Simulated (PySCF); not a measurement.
## Multinuclear NMR of H$_{9}$NO$_{3}$Si$_{3}$

Geometry:
| atom | x (Å) | y (Å) | z (Å) |
| --- | --- | --- | --- |
| N1 | 0.138 | -2.072 | 1.269 |
| Si2 | -0.347 | -0.447 | 1.584 |
| O3 | -1.530 | -0.129 | 0.526 |
| Si4 | -1.982 | 0.503 | -0.893 |
| O5 | 0.957 | 0.476 | 1.363 |
| Si6 | 1.878 | 1.205 | 0.240 |
| O7 | 1.694 | 0.539 | -1.225 |
| H8 | -0.584 | -2.774 | 1.248 |
| H9 | 0.936 | -2.421 | 1.774 |
| H10 | -0.868 | -0.076 | 2.889 |
| H11 | -1.405 | 1.836 | -1.059 |
| H12 | -3.439 | 0.538 | -0.776 |
| H13 | -1.541 | -0.398 | -1.962 |
| H14 | 1.442 | 2.585 | 0.089 |
| H15 | 3.229 | 1.013 | 0.761 |
| H16 | 1.414 | -0.370 | -1.303 |

How the numbers were obtained: geometry: GFN2-xTB, shielding tensors at PBE0/pcSseg-1 (GIAO), in PySCF 2.14 (no solvent, averaged over atoms made equivalent by symmetry, fast rotation or ring inversion, a single conformation, no relativistic terms).

Q: What are the $^{29}$Si shifts?

A: 
| atoms | environment | σ (ppm) | δ (ppm) |
| --- | --- | --- | --- |
| Si6 | silicon bonded to 2 O, 2 H | 385.6 | -37.0 |
| Si4 | silicon bonded to O, 3 H | 393.3 | -43.3 |
| Si2 | silicon bonded to N, 2 O, H | 405.5 | -53.4 |

Shieldings were converted by a linear fit to measured shifts: $^{29}$Si: δ = 279.94 − 0.822σ (rms 8.9 ppm, 72 shifts, 25.8 ppm with the 6 outliers that the fit left out vs TMS, solution or neat liquid). Occasional misses reach two or three times the rms, and more in compound classes unlike the fitted ones.

On a 400 MHz spectrometer $^{29}$Si resonates near 79.5 MHz, so 1 ppm is 79.5 Hz.

Q: Where does $^{15}$N resonate?

A: 
```
atoms                 environment  σ (ppm)  δ (ppm)
   N1  nitrogen bonded to Si, 2 H    232.5   -362.3
```

Shieldings were converted by a linear fit to measured shifts: $^{15}$N: δ = -148.07 − 0.921σ (rms 6.3 ppm, 71 shifts vs CH3NO2, solution or neat liquid). Occasional misses reach two or three times the rms, and more in compound classes unlike the fitted ones.

On a 500 MHz spectrometer $^{15}$N resonates near 50.7 MHz, so 1 ppm is 50.7 Hz.

Q: Where does $^{17}$O resonate?

A: 
| atoms | environment | σ (ppm) | δ (ppm) |
| --- | --- | --- | --- |
| O5 | oxygen bonded to 2 Si | 231.5 | 55.8 |
| O7 | oxygen bonded to Si, H | 284.8 | 7.3 |
| O3 | oxygen bonded to 2 Si | 286.9 | 5.4 |

Shieldings were converted by a linear fit to measured shifts: $^{17}$O: δ = 266.70 − 0.911σ (rms 10.7 ppm, 155 shifts, 12.2 ppm with the 3 outliers that the fit left out vs liquid water, solution or neat liquid). A few per cent of atoms miss by over 2 rms, more outside the fitted compound classes.

On a 400 MHz spectrometer $^{17}$O resonates near 54.2 MHz, so 1 ppm is 54.2 Hz.
